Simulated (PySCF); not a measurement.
A structure optimised at ωB97X-D3(BJ)/def2-SVP, used in a PySCF frequency run:

```xyz
12

O      2.4830    -0.0478     0.0000
C      1.3527     0.3626     0.0000
C      0.1226    -0.5076     0.0000
C     -0.9544    -0.0896     1.0260
O     -1.8431     0.3539     0.0000
C     -0.9544    -0.0896    -1.0260
H      1.1359     1.4651     0.0000
H      0.4197    -1.5650     0.0000
H     -0.6692     0.7247     1.7168
H     -1.3682    -0.9265     1.6150
H     -0.6692     0.7247    -1.7168
H     -1.3682    -0.9265    -1.6150
```
Charge 0, spin multiplicity 1.

Question: Write its SMILES, formula and point group.

Answer: O=CC1COC1, C₄H₆O₂, Cs

Question: What are its rotational constants (standard atomic weights)?

Answer: 9.9525, 2.3242, 2.1089 GHz
